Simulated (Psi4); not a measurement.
CH$_{4}$F$_{2}$OSi (SMILES C[Si](O)(F)F), singlet, geometry from GFN2-xTB; QCISD(T)/def2-SVP (Psi4 1.11).

Psi4 was given this input:
```
memory 2 GB

molecule {
0 1
C     1.75134802   -0.01003860   -0.62242699
Si   -0.01704949   -0.01184987   -0.00590827
O    -0.87700248   -1.11492948   -0.79118722
F    -0.73172445    1.41838748   -0.12820296
F    -0.13612802   -0.25829367    1.57412678
H     2.22928518   -0.96827422   -0.44462918
H     2.33657009    0.75294384   -0.11740230
H     1.79488772    0.18778604   -1.68873917
H    -1.80344616   -1.26773430   -0.61576821
}

set {
  basis def2-svp
  freeze_core true
}

energy('qcisd(t)')
print_variables()
```

Predict the main parts of the log of this Psi4 run.


```
   => Loading Basis Set <=

    Name: DEF2-SVP
    Role: ORBITAL
    Keyword: BASIS

         ---------------------------------------------------------
                                   SCF
               by Justin Turney, Rob Parrish, Andy Simmonett
                          and Daniel G. A. Smith
                              RHF Reference
         ---------------------------------------------------------

  ==> Geometry <==

    Molecular point group: c1
    Full point group: C1

    Geometry (in Angstrom), charge = 0, multiplicity = 1:

       Center              X                  Y                   Z               Mass
    ------------   -----------------  -----------------  -----------------  -----------------
         C            1.806279163287    -0.035031753055    -0.666221736967    12.000000000000
         SI           0.037881653287    -0.036843023055    -0.049703016967    27.976926534650
         O           -0.822071336713    -1.139922633055    -0.834981966967    15.994914619570
         F           -0.676793306713     1.393394326945    -0.171997706967    18.998403162730
         F           -0.081196876713    -0.283286823055     1.530332033033    18.998403162730
         H            2.284216323287    -0.993267373055    -0.488423926967     1.007825032230
         H            2.391501233287     0.727950686945    -0.161197046967     1.007825032230
         H            1.849818863287     0.162792886945    -1.732533916967     1.007825032230
         H           -1.748515016713    -1.292727453055    -0.659562956967     1.007825032230

  Running in c1 symmetry.

  Rotational constants: A =      0.13617  B =      0.12080  C =      0.11622 [cm^-1]
  Rotational constants: A =   4082.25613  B =   3621.43994  C =   3484.19339 [MHz]
  Nuclear repulsion =  262.000382880289862

  Charge       = 0
  Multiplicity = 1
  Electrons    = 50
  Nalpha       = 25
  Nbeta        = 25

  ==> Algorithm <==

  SCF Algorithm Type is PK.
  DIIS enabled.
  MOM disabled.
  Fractional occupation disabled.
  Guess Type is SAD.
  Energy threshold   = 1.00e-08
  Density threshold  = 1.00e-08
  Integral threshold = 1.00e-12

  ==> Primary Basis <==

  Basis Set: DEF2-SVP
    Blend: DEF2-SVP
    Number of shells: 44
    Number of basis functions: 94
    Number of Cartesian functions: 99
    Spherical Harmonics?: true
    Max angular momentum: 2

  ==> Integral Setup <==

  Using in-core PK algorithm.
   Calculation information:
      Number of atoms:                   9
[...]
  @RHF Final Energy:  -602.72833646775473
    Total Energy =                       -602.7283364677547297
      * MP2 total energy:                   -603.517975255383
[...]
        SS MP2.5 correlation energy:          -0.198405223641
        MP2.5 correlation energy:             -0.798230819410
      * MP2.5 total energy:                 -603.526567287165

        OS MP3 correlation energy:            -0.616627566839
        SS MP3 correlation energy:            -0.190195284354
        MP3 correlation energy:               -0.806822851192
      * MP3 total energy:                   -603.535159318947

        OS MP4(SDQ) correlation energy:       -0.630839849744
        SS MP4(SDQ) correlation energy:       -0.183181471719
        MP4(SDQ) correlation energy:          -0.819301220427
      * MP4(SDQ) total energy:              -603.547637688182

        OS QCISD correlation energy:          -0.634032524432
        SS QCISD correlation energy:          -0.186165460596
        QCISD correlation energy:             -0.820197985029
      * QCISD total energy:                 -603.548534452783

  Total time for QCISD iterations:      13.65 s (user)
                                         2.79 s (system)
                                           18 s (total)

  Time per iteration:                    1.05 s (user)
                                         0.21 s (system)
                                         1.50 s (total)

        ==> Resort (ov|vv) integrals for low-memory (T) computation <==

        *******************************************************
        *                                                     *
        *                     QCISD(T)                        *
        *                                                     *
        *******************************************************

        Using low-memory algorithm.

        num_threads:                      1
        memory requirements:       20.92 mb

        Number of abc combinations: 57155

        Computing (T) correction...

        % complete  total time
              10.0
              20.0
              30.0
              40.0
              50.0
              60.0
              70.0
              80.0
              90.0

        (T) energy                             -0.013757196620

        QCISD(T) correlation energy            -0.833955181649
      * QCISD(T) total energy                -603.562291649403

  Variable Map:
  ----------------------------------------------------------------------------
[...]
  Array Variable Map:
  ----------------------------------------------------------------------------
[...]
[...]
```
